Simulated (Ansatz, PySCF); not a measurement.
CH11NSi4, SMILES N[SiH2][SiH]1[SiH2]C[SiH2]1. Atoms are numbered in the order given.

```xyz
17

N      3.1644    -1.2046    -0.0627
Si     2.3228     0.2917     0.1956
Si     0.1028    -0.1870     0.7321
Si    -1.5488     1.4660     0.3813
C     -2.6781     0.1765    -0.4557
Si    -1.3023    -1.0383    -0.9697
H      4.1738    -1.1943    -0.1668
H      2.7517    -1.8968    -0.6784
H      3.0159     1.0122     1.3079
H      2.2699     1.2428    -0.9695
H     -0.0809    -0.9189     2.0266
H     -2.1561     2.2059     1.5318
H     -1.0606     2.4641    -0.6226
H     -3.2810    -0.3088     0.3322
H     -3.3607     0.5334    -1.2418
H     -1.6913    -2.4837    -1.0007
H     -0.7514    -0.6708    -2.3137
```
Charge 0, spin multiplicity 1.

Geometry: PBE0-D3(BJ)/def2-SVP. The structure was generated by enumeration, and PubChem lists no compound with its InChIKey, so it may never have been made. The values are those of a single conformer.

Two levels are set side by side: PBE-D3(BJ)/def2-SVP (Ansatz, a first-principles code) and PBE0-D3(BJ)/def2-SVP (Ansatz). Each level has its own optimised geometry; the coordinates shown are those of the second. Frequencies come from the Hessian of PySCF at each geometry. Differences are taken from unrounded values.

```
quantity                            PBE0-D3(BJ)  PBE-D3(BJ)  PBE-D3(BJ) minus PBE0-D3(BJ)
----------------------------------  -----------  ----------  ----------------------------
mean bond length (Å)                      1.608       1.619                         0.011
bond N1–Si2 (Å)                           1.736       1.752                         0.016
bond Si2–Si3 (Å)                          2.333       2.342                         0.009
bond Si3–Si4 (Å)                          2.363       2.373                         0.010
bond Si3–Si6 (Å)                          2.365       2.376                         0.010
bond Si4–C5 (Å)                           1.907       1.920                         0.013
bond C5–Si6 (Å)                           1.906       1.919                         0.013
bond N1–H7 (Å)                            1.015       1.025                         0.010
bond N1–H8 (Å)                            1.014       1.024                         0.010
bond Si2–H9 (Å)                           1.496       1.506                         0.011
bond Si2–H10 (Å)                          1.505       1.517                         0.012
bond Si3–H11 (Å)                          1.498       1.509                         0.011
bond Si4–H12 (Å)                          1.497       1.508                         0.011
bond Si4–H13 (Å)                          1.497       1.508                         0.010
bond C5–H14 (Å)                           1.104       1.112                         0.007
bond C5–H15 (Å)                           1.101       1.108                         0.008
bond Si6–H16 (Å)                          1.497       1.509                         0.011
highest harmonic wavenumber (cm⁻¹)         3700        3566                          -134
mean harmonic wavenumber (cm⁻¹)            1109        1072                           -36
zero-point energy (kcal/mol)              71.32       68.98                         -2.34
```

Exact exchange shortens and stiffens bonds; PBE has none. Differences between two approximate levels are no errors against the true value.
